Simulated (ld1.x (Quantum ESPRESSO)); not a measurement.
# Varying the RRKJ potential for zirconium (Zr)

Base potential:

```json
{
  "Element": "Zr (Z = 40)",
  "Generator": "ld1.x (Quantum ESPRESSO) 7.5",
  "Type": "norm-conserving RRKJ (Kleinman–Bylander form)",
  "Functional": "LDA (PZ)",
  "Relativity": "scalar-relativistic",
  "Frozen core": "[Kr]",
  "Valence charge": "4",
  "Reference configuration": "4d2 5s1 5p0 (charge +1)",
  "Partial waves": "5s (bound): rc 3.05 bohr; 4d (bound): rc 1.70 bohr; 5p (bound, empty): rc 3.90 bohr",
  "Local potential": "the p channel",
  "Core correction": "none",
  "rho0": "0.02"
}
```

Cutoffs, loose and tight: the cutoffs (Ry, on a coarse ladder) from which the occupation-weighted sum of valence levels, in a spherical-Bessel basis at the reference potential, stays within 10 and 1 mRy of its value at 400 Ry. They do not see the model core or the augmentation charge, which bear on the density cutoff. Test errors are all-electron minus pseudo excitation energies from the reference, over the configurations 4d2 5s2 5p0; 4d2 5s0 5p0; 4d1 5s0 5p0; 4d2.5 5s1.5 5p0; 4d3 5s0 5p0; 4d2 5s1 5p1; 4d2 5s1.5 5p0 (two spin-polarised tests are not counted in the largest error). A dash means not determined; rows that change the core or the reference have their own tests.

| change | outcome | cutoff, loose | cutoff, tight | bound ghosts | largest test error (meV) |
| --- | --- | --- | --- | --- | --- |
| base | generated | 30 Ry | 35 Ry | none | +132 |
| wave 4d (bound): rc 1.70 bohr becomes 4d (bound): rc 1.08 bohr | generated | 110 Ry | 140 Ry | none | +122 |
| wave 4d (bound): rc 1.70 bohr becomes 4d (bound): rc 1.26 bohr | generated | 40 Ry | 60 Ry | none | +126 |
| wave 4d (bound): rc 1.70 bohr becomes 4d (bound): rc 1.42 bohr | generated | 30 Ry | 70 Ry | none | +129 |
| wave 4d (bound): rc 1.70 bohr becomes 4d (bound): rc 1.60 bohr | generated | 30 Ry | 55 Ry | none | +131 |
| wave 4d (bound): rc 1.70 bohr becomes 4d (bound): rc 1.72 bohr | generated | 30 Ry | 35 Ry | none | +132 |
| wave 4d (bound): rc 1.70 bohr becomes 4d (bound): rc 1.88 bohr | generated | 30 Ry | 35 Ry | none | +134 |
| wave 4d (bound): rc 1.70 bohr becomes 4d (bound): rc 2.04 bohr | generated | 25 Ry | 35 Ry | none | +137 |
| wave 4d (bound): rc 1.70 bohr becomes 4d (bound): rc 2.22 bohr | generated | 25 Ry | 30 Ry | none | +143 |
| wave 4d (bound): rc 1.70 bohr becomes 4d (bound): rc 2.36 bohr | generated | 21 Ry | 30 Ry | none | +152 |

**Question.** What comes out with this change to the base: wave 4d (bound): rc 1.70 bohr becomes 4d (bound): rc 2.52 bohr?

**Answer.** outcome: generated; cutoff, loose: 21 Ry; cutoff, tight: 25 Ry; bound ghosts: none; largest test error (meV): +168.

Reading the sweep of the d radius (base included, trends over the rows without a ghost): The loose cutoff falls from 110 Ry at 1.08 to 21 Ry at 2.52 bohr. A larger radius leaves more room for a smooth pseudo-wave, so fewer plane waves are needed; a smaller one forces it to follow the all-electron wave where it bends sharply. The median size of the test errors (rows with all tests solved) rises from 7.9 meV at 1.08 to 20.3 meV at 2.52 bohr. More of the atom is replaced by a form fitted at one configuration, so other configurations suffer as the radius grows.
